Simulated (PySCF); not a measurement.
2,2'-bipyridine, C₁₀H₈N₂, SMILES c1cnc(cc1)-c1ccccn1, singlet (GFN2-xTB optimised geometry):

```
20

C     -1.605     3.168     0.000
C     -0.220     3.179     0.000
C      0.462     1.975     0.000
C     -0.268     0.783     0.000
C      0.365    -0.550     0.000
C      1.750    -0.736     0.000
C      2.253    -2.026     0.000
C      1.370    -3.093     0.000
C      0.011    -2.805     0.000
N     -0.473    -1.583     0.000
N     -1.599     0.786     0.000
C     -2.240     1.933     0.000
H     -2.173     4.086     0.000
H      0.324     4.113     0.000
H      1.540     1.975     0.000
H      2.431     0.100     0.000
H      3.321    -2.194     0.000
H      1.723    -4.113     0.000
H     -0.727    -3.598     0.001
H     -3.321     1.861     0.000
```

Level of theory: CAM-B3LYP/def2-SVP run with PySCF.

### Question
What are the frontier orbital energies and the dipole moment?

### Answer
HOMO-2 -8.75 eV, HOMO-1 -8.09 eV, HOMO -7.96 eV, LUMO -0.30 eV, LUMO+1 0.51 eV; dipole moment 2.98 D.

On the same geometry PBE/def2-SVP run with PySCF gives HOMO-2 -5.97 eV, HOMO-1 -5.68 eV, HOMO -5.10 eV, LUMO -2.23 eV, LUMO+1 -1.61 eV; dipole moment 2.84 D.

Meta-Löwdin charges at CAM-B3LYP/def2-SVP: C1 -0.13, C2 -0.07, C3 -0.13, C4 0.11, C5 0.11, C6 -0.13, C7 -0.07, C8 -0.13, C9 0.02, N10 -0.23, N11 -0.23, C12 0.02, H13 0.11, H14 0.11, H15 0.10, H16 0.10, H17 0.11, H18 0.11, H19 0.10, H20 0.10.
